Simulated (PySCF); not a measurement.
HGa, charge -1, doublet, geometry from GFN2-xTB (such geometries of metal compounds can be far from the true shape) (a state made from the parent by changing its charge; the spin is typed, not shown lowest), with bond 2-1 at 3.0 times its length; PySCF with HF/6-31G**.

Here is a job for PySCF.
```python
from pyscf import gto, scf

mol = gto.Mole()
mol.atom = '''
    Ga   -0.00000000   -0.00000000   -0.04040855
    H     0.00000000    0.00000000    3.83881201
'''
mol.basis = '6-31g**'
mol.charge = -1
mol.spin = 1
mol.verbose = 4
mol.build()

mf = scf.UHF(mol)
mf.kernel()
mo_i, mo_e, stable_i, stable_e = mf.stability(internal=True, external=True, return_status=True, nroots=6, tol=1e-6)
print('internally stable:', stable_i, ' externally stable:', stable_e)
if not stable_i:
    umf = mf.copy()
    umf.scf_summary = {}
    umf.kernel(umf.make_rdm1(mo_i, mf.mo_occ))
```

It wrote (shortened):

```
PySCF version 2.14.0

[INPUT] verbose = 4
[INPUT] num. atoms = 2
[INPUT] num. electrons = 33
[INPUT] charge = -1
[INPUT] spin (= nelec alpha-beta = 2S) = 1
[INPUT] symmetry False subgroup None
[INPUT] Mole.unit = angstrom
[INPUT] Symbol           X                Y                Z      unit          X                Y                Z       unit  Magmom
[INPUT]  1 Ga     0.000000000000   0.000000000000  -0.040408550000 AA    0.000000000000   0.000000000000  -0.076361092591 Bohr   0.0
[INPUT]  2 H      0.000000000000   0.000000000000   3.838812010000 AA    0.000000000000   0.000000000000   7.254303342591 Bohr   0.0

nuclear repulsion = 4.22881176380443
number of shells = 15
number of NR pGTOs = 102
number of NR cGTOs = 37
basis = 6-31g**
ecp = {}

******** <class 'pyscf.scf.uhf.UHF'> ********
method = UHF
initial guess = minao
damping factor = 0
level_shift factor = 0
DIIS = <class 'pyscf.scf.diis.CDIIS'>
diis_start_cycle = 1
diis_space = 8
diis_damp = 0
SCF conv_tol = 1e-09
SCF conv_tol_grad = None
SCF max_cycles = 50
direct_scf = True
direct_scf_tol = 1e-13
number electrons alpha = 17  beta = 16
Set gradient conv threshold to 3.16228e-05
init E= -1922.6189910085

cycle= 1 E= -1923.36798968938  delta_E= -0.749  |g|= 0.16  |ddm|= 0.893
cycle= 2 E= -1923.40811926447  delta_E= -0.0401  |g|= 0.061  |ddm|= 0.41
cycle= 3 E= -1923.41028975832  delta_E= -0.00217  |g|= 0.0274  |ddm|=  0.1
cycle= 4 E= -1923.41101737826  delta_E= -0.000728  |g|= 0.0104  |ddm|= 0.0521
cycle= 5 E= -1923.41170219877  delta_E= -0.000685  |g|= 0.00912  |ddm|= 0.0606
cycle= 6 E= -1923.41151310702  delta_E= 0.000189  |g|= 0.00845  |ddm|= 0.0128
cycle= 7 E= -1923.41067784414  delta_E= 0.000835  |g|= 0.00301  |ddm|= 0.103
cycle= 8 E= -1923.41068230993  delta_E= -4.47e-06  |g|= 0.00154  |ddm|= 0.0232
cycle= 9 E= -1923.41068558405  delta_E= -3.27e-06  |g|= 0.00083  |ddm|= 0.00936
cycle= 10 E= -1923.41069038576  delta_E= -4.8e-06  |g|= 0.000391  |ddm|= 0.00741
cycle= 11 E= -1923.41069132228  delta_E= -9.37e-07  |g|= 0.000111  |ddm|= 0.00377
cycle= 12 E= -1923.41069133811  delta_E= -1.58e-08  |g|= 1.31e-05  |ddm|= 0.001
cycle= 13 E= -1923.41069133835  delta_E= -2.39e-10  |g|= 2.9e-06  |ddm|= 6.83e-05
Extra cycle  E= -1923.41069133837  delta_E= -2.25e-11  |g|= 1.39e-06  |ddm|= 1.23e-05
converged SCF energy = -1923.41069133837  <S^2> = 0.76210518  2S+1 = 2.0120688
uhf_internal: lowest eigs of H = [-1.19898493e-01 -1.89825507e-07  5.03150733e-02  9.50610381e-02
  1.33719600e-01  1.57919682e-01]
<class 'pyscf.scf.uhf.UHF'> wavefunction has an internal instability
uhf_real2complex: lowest eigs of H = [0.00651808 0.03384786 0.05792227 0.06551929 0.07552843 0.08204239]
<class 'pyscf.scf.uhf.UHF'> wavefunction is stable in the real -> complex stability analysis
uhf_external: lowest eigs of H = [-6.12738972e-02 -4.42589177e-03 -2.01964946e-07  2.50284179e-02
  3.89474831e-02  6.66680637e-02]
<class 'pyscf.scf.uhf.UHF'> wavefunction has an UHF/UKS -> GHF/GKS instability
internally stable: False  externally stable: False

******** <class 'pyscf.scf.uhf.UHF'> ********
method = UHF
initial guess = minao
damping factor = 0
level_shift factor = 0
DIIS = <class 'pyscf.scf.diis.CDIIS'>
diis_start_cycle = 1
diis_space = 8
diis_damp = 0
SCF conv_tol = 1e-09
SCF conv_tol_grad = None
SCF max_cycles = 50
direct_scf = True
direct_scf_tol = 1e-13
number electrons alpha = 17  beta = 16
Set gradient conv threshold to 3.16228e-05
init E= -1923.36777857088
cycle= 1 E= -1923.4200959334  delta_E= -0.0523  |g|= 0.0477  |ddm|= 0.34
cycle= 2 E= -1923.42520969037  delta_E= -0.00511  |g|= 0.0235  |ddm|= 0.122
cycle= 3 E= -1923.4259682072  delta_E= -0.000759  |g|= 0.012  |ddm|= 0.0524
cycle= 4 E= -1923.4263094673  delta_E= -0.000341  |g|= 0.0052  |ddm|= 0.0465
cycle= 5 E= -1923.42651525776  delta_E= -0.000206  |g|= 0.00301  |ddm|= 0.0477
cycle= 6 E= -1923.42661725932  delta_E= -0.000102  |g|= 0.00122  |ddm|= 0.0426
cycle= 7 E= -1923.42663257219  delta_E= -1.53e-05  |g|= 0.000348  |ddm|= 0.0157
cycle= 8 E= -1923.42663346887  delta_E= -8.97e-07  |g|= 0.000118  |ddm|= 0.00338
cycle= 9 E= -1923.42663352462  delta_E= -5.58e-08  |g|= 4.12e-05  |ddm|= 0.000737
cycle= 10 E= -1923.42663353498  delta_E= -1.04e-08  |g|= 9.64e-06  |ddm|= 0.000393
cycle= 11 E= -1923.42663353535  delta_E= -3.67e-10  |g|= 3.71e-06  |ddm|= 5.54e-05
Extra cycle  E= -1923.42663353538  delta_E= -3.27e-11  |g|= 2.21e-06  |ddm|= 1.49e-05
converged SCF energy = -1923.42663353538  <S^2> = 1.5885046  2S+1 = 2.7118293
```
